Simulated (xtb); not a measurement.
vinyl fluoride (C2H3F), singlet, geometry from GFN2-xTB; GFN2-xTB with ALPB(water) (xtb).

Input for xtb:
```
$ xtb mol.xyz --gfn 2 --alpb water --json

# file mol.xyz
6

C     -0.00023788     0.43449972     0.00081824
C      1.18088301    -0.14251782    -0.00743430
F     -1.13849945    -0.27602062     0.00639030
H     -0.19582915     1.49728660     0.00400312
H      1.28183807    -1.21329030    -0.01005988
H      2.07661539     0.44829788    -0.01175956
```

What the program printed (banner, timings and long lists left out):

```
   ID    Z sym.   atoms
    1    6 C      1, 2
    2    9 F      3
    3    1 H      4-6

           -------------------------------------------------
          |                Calculation Setup                |
           -------------------------------------------------

           -------------------------------------------------
          |                 G F N 2 - x T B                 |
           -------------------------------------------------

      * Solvation model:               ALPB
        Solvent                        water
        Parameter file                 internal GFN2-xTB/ALPB
        Dielectric constant                8.0200E+01
        Reference state                gsolv [1 M gas/solution]
        Free energy shift                  1.0808E-03 Eh       6.7819E-01 kcal/mol
        Temperature                        2.9815E+02 K
        Density                            1.0000E+00 kg/L
        Solvent mass                       1.8000E+01 g/mol
        Interaction kernel             P16
        Born radius scaling (c1)           1.4744E+00
        Born radii integrator          GBOBC
        Born offset                        0.0000E+00 a0       0.0000E+00 AA
        H-bond correction              true
        Ion screening                  false
        Surface tension                    1.0000E-05 Eh       1.5569E+01 dyn/cm
        Grid points                               230 per atom

          ...................................................
          :                      SETUP                      :
          :.................................................:
          :  # basis functions                  15          :
          :  # atomic orbitals                  15          :
          :  # shells                            9          :
          :  # electrons                        18          :
          :  max. iterations                   250          :
          :  Hamiltonian                  GFN2-xTB          :
          :  restarted?                      false          :
          :  GBSA solvation                   true          :
          :  PC potential                    false          :
          :  electronic temp.          300.0000000     K    :
          :  accuracy                    1.0000000          :
          :  -> integral cutoff          0.2500000E+02      :
          :  -> integral neglect         0.1000000E-07      :
          :  -> SCF convergence          0.1000000E-05 Eh   :
[...]
         :: total energy             -10.503943499150 Eh    ::
[...]
        15                          0.6067822              16.5114
      -------------------------------------------------------------
                  HL-Gap            0.2032114 Eh            5.5297 eV
             Fermi-level           -0.3227393 Eh           -8.7822 eV

     #   Z          covCN         q      C6AA      α(0)
     1   6 C        2.690     0.127    25.195     8.215
     2   6 C        2.836    -0.123    31.128     9.143
     3   9 F        0.787    -0.260    11.868     4.069
     4   1 H        0.926     0.072     2.059     2.244
     5   1 H        0.926     0.089     1.885     2.147
     6   1 H        0.926     0.094     1.841     2.122

 Mol. C6AA /au·bohr⁶  :        327.422139
 Mol. C8AA /au·bohr⁸  :       7268.066978
 Mol. α(0) /au        :         27.939329

Wiberg/Mayer (AO) data.
largest (>0.10) Wiberg bond orders for each atom

 ---------------------------------------------------------------------------
     #   Z sym  total        # sym  WBO       # sym  WBO       # sym  WBO
 ---------------------------------------------------------------------------
     1   6 C    3.860 --     2 C    1.954     4 H    0.957     3 F    0.942
     2   6 C    3.982 --     1 C    1.954     6 H    0.969     5 H    0.968
     3   9 F    1.062 --     1 C    0.942
     4   1 H    0.995 --     1 C    0.957
     5   1 H    0.992 --     2 C    0.968
     6   1 H    0.991 --     2 C    0.969
 ---------------------------------------------------------------------------

Topologies differ in total number of bonds
Writing topology from bond orders to xtbtopo.mol

molecular dipole:
                 x           y           z       tot (Debye)
 q only:        0.842       0.353      -0.004
   full:        0.822       0.396      -0.004       2.320
molecular quadrupole (traceless):
                xx          xy          yy          xz          yz          zz
 q only:       -0.396      -0.716       1.041      -0.003       0.008      -0.645
  q+dip:       -0.757      -1.836       2.242      -0.008       0.018      -1.484
   full:       -1.032      -1.310       1.680      -0.000       0.012      -0.648

           -------------------------------------------------
          | TOTAL ENERGY              -10.503943499150 Eh   |
          | GRADIENT NORM               0.017111624841 Eh/α |
          | HOMO-LUMO GAP               5.529662424880 eV   |
           -------------------------------------------------

normal termination of xtb
```
